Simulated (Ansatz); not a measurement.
Harmonic frequencies (cm⁻¹) at PBE0-D4/def2-TZVP from Ansatz: 174, 240, 381, 483, 518, 587, 632, 665, 740, 822, 874, 988, 1008, 1045, 1101, 1166, 1294, 1345, 1612, 2128, 2158, 3074, 3139, 3216.

Q: Which molecule is it?
A. `CB(Cl)CBr`
B. `C#[C][GeH]([CH3])[F]`
C. `F[CH]1C=[CH][GeH2]1`
D. `FC1=C[CH]1[GeH3]`

A: C.
